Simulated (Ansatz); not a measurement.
Ideal-gas functions of H5OSSi2 (`O[SiH2]S[SiH2]`) radical at 800 K and 1 bar, from an Ansatz frequency run at PBE0-D4/def2-TZVP.

Molar mass 109.28 g/mol, point group C1 (symmetry number 1), electronic degeneracy 2, moments of inertia 83.078, 255.477, 295.977 u Å². Harmonic wavenumbers (cm⁻¹, unscaled): 39, 127, 133, 196, 281, 490, 514, 580, 654, 679, 743, 837, 886, 907, 920, 952, 2154, 2207, 2219, 2279, 3916.

Use S(trans) = R[1.5 ln M + 2.5 ln T − 1.1517]; rotational temperatures θ = 24.2544 K / I; S(rot) = R[ln(√π/σ · √(T³/θAθBθC)) + 1.5]; for each mode x = 1.438777 ν̃/T, S = R[x/(eˣ − 1) − ln(1 − e⁻ˣ)] and H = RT x/(eˣ − 1); 1 cm⁻¹ = 0.0119627 kJ/mol; R = 8.31446 J/(mol·K).

Question: By hand: the entropy, in J/(mol·K).

Answer: Translation 187.9. Rotation: θ = 0.2919, 0.0949, 0.0819 K, giving 125.9. Vibration, mode by mode: 30.41, 20.61, 20.23, 17.03, 14.08, 9.63, 9.26, 8.33, 7.43, 7.15, 6.50, 5.66, 5.27, 5.11, 5.02, 4.79, 0.86, 0.79, 0.78, 0.71, 0.06, in all 179.7. Electronic 5.8. Sum 499.3 J/(mol·K).

Question: By hand: H − E and G − E in kJ/mol, counted from the electronic energy.

Answer: Zero-point energy ½ × 21713 × 0.0119627 = 129.9; thermal vibration 66.3; translation, rotation and pV give 4 RT = 26.6. H − E = 222.8 kJ/mol, and G − E = 222.8 − 800 × 499.3/1000 = -176.6 kJ/mol.

Vibration gives 36 % of the entropy, 71.2 J/(mol·K) of it from the modes under 150 cm⁻¹: soft modes count most, and the harmonic formula is weakest for them. The sum counts one conformer and one mirror image; others add a mixing term.
